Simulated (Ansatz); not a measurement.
One change: `O=C(/C=C/O)C(F)(F)F` becomes `O=C(Cl)C(F)(F)F`.

Ansatz, PBE0-D4/def2-TZVP geometries, multiplicity 1. Each molecule was computed in one conformer, which needn't be the lowest.

```
                                        property  `O=C(/C=C/O)C(F)(F)F`
           HOMO energy (ωB97M-V/def2-TZVPP) / eV                 -10.07
            HOMO–LUMO gap (PBE0/def2-TZVPP) / eV                   5.84
  zero-point energy (PBE0-D4/def2-TZVP) / kJ/mol                  191.4
           HOMO–LUMO gap (B3LYP/def2-TZVPP) / eV                   5.41
               HOMO energy (PBE/def2-TZVPP) / eV                  -6.31
size of the dipole moment (B3LYP/def2-TZVPP) / D                   4.20
```

**Question.** Give the same properties after the change, and the shifts. (Estimate.)

**Answer.** The calculation gave: 
```csv
property,`O=C(Cl)C(F)(F)F`,shift
HOMO energy (ωB97M-V/def2-TZVPP) / eV,-11.80,-1.73
HOMO–LUMO gap (PBE0/def2-TZVPP) / eV,7.26,1.42
zero-point energy (PBE0-D4/def2-TZVP) / kJ/mol,65.5,-125.9
HOMO–LUMO gap (B3LYP/def2-TZVPP) / eV,6.74,1.33
HOMO energy (PBE/def2-TZVPP) / eV,-7.84,-1.53
size of the dipole moment (B3LYP/def2-TZVPP) / D,0.92,-3.28
```

With PBE0 the HOMO falls by 1.58 eV and the LUMO falls by 0.16 eV, so the gap widens by about 1.42 eV. PBE moves the HOMO by -1.53 eV and ωB97M-V by -1.73 eV. The zero-point energy changes by -125.9 kJ/mol with -15 modes. Dipoles are sizes alone; their direction can turn.

B3LYP here is the variant with VWN-RPA as its local correlation; programs differ in this.
